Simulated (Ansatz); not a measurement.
Two isomers of C3H6BN: A = `BCN=C=C`, B = `BNC=C=C`.

Calculated with Ansatz (gas phase, PBE0-D4/def2-TZVP geometries, no zero-point term in ΔE). CCSD(T)/CBS is the MP2 limit (def2-TZVPP, def2-QZVPP) plus CCSD(T) − MP2 in def2-TZVPP, frozen cores. Functionals use def2-TZVPP. B3LYP here is the variant with VWN-RPA as its local correlation; programs differ in this. One conformer a species, not always the lowest.

A:

```xyz
11

B     0.069    1.661    1.319
C     0.420    1.028   -0.056
N    -0.587    0.165   -0.636
C    -0.481   -1.036   -0.747
C    -0.445   -2.334   -0.903
H     0.894    2.360    1.830
H    -0.983    1.482    1.854
H     1.407    0.542    0.007
H     0.572    1.886   -0.730
H    -0.804   -2.989   -0.120
H    -0.062   -2.765   -1.818
```

B:

```xyz
11

B    -1.084    1.042   -1.831
N    -0.489    0.132   -0.960
C     0.059    0.429    0.292
C     0.613   -0.440    1.095
C     1.167   -1.293    1.903
H    -1.510    0.639   -2.872
H    -1.146    2.191   -1.504
H    -0.425   -0.843   -1.213
H    -0.004    1.475    0.574
H     0.588   -1.822    2.656
H     2.232   -1.509    1.861
```

**Question.** Which is lower in electronic energy at CCSD(T)/CBS, and by how much? (An estimate is asked.)

**Answer.** Ansatz gave: B, by 31.5 kcal/mol.

**Question.** Give E(B) − E(A) in kcal/mol with LDA (SPW92), CCSD/def2-TZVPP, CCSD(T)/def2-SVP, ωB97M-V, B3LYP, r2SCAN-D4, BLYP-D4. (Best estimate.)

**Answer.** The calculation gave: LDA (SPW92) -33.0, CCSD/def2-TZVPP -30.6, CCSD(T)/def2-SVP -32.9, ωB97M-V -30.1, B3LYP -30.3, r2SCAN-D4 -29.5, BLYP-D4 -30.0. None reverses the order clearly.

**Question.** Does the order hold for the free energy at 298.15 K (harmonic terms from PBE0-D4)? (Best estimate.)

**Answer.** The calculation gave: Yes: G(B) − G(A) = -28.5 kcal/mol, for one conformer each. Modes under 60 cm⁻¹, often nearly free rotors, make the harmonic entropy too high.

Largest T1 diagnostic: 0.014.

Leaving LDA and LC-ωPBE aside and taking each functional with its dispersion term where it has one, the values, not all of them listed here, spread over 2.0 kcal/mol, from CAM-B3LYP-D4 to ωB97X-V. LDA lies −3.1 kcal/mol from PBE without D4. At CCSD(T), def2-SVP lies −1.4 kcal/mol from the extrapolated value and def2-TZVPP +0.6 kcal/mol.
